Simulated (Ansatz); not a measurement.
A geometry relaxed with Ansatz (a first-principles code) with CAM-B3LYP-D3(BJ)/def2-TZVPD, charge -1, multiplicity 1:

```xyz
9

O     -1.1184     0.9987     1.3720
Si     1.2040     0.3568    -0.2318
H      2.0956     0.3170     0.9837
H      1.3351     1.7823    -0.7061
H     -2.2248    -0.9429     0.1827
N     -1.2716    -0.7373    -0.0694
C     -0.5981     0.2853     0.5171
H     -0.7551    -1.2684    -0.7621
O      1.3333    -0.7915    -1.2860
```

Problem. Write the SMILES of this molecule.

Solution. `NC(=O)[SiH2][O-]`
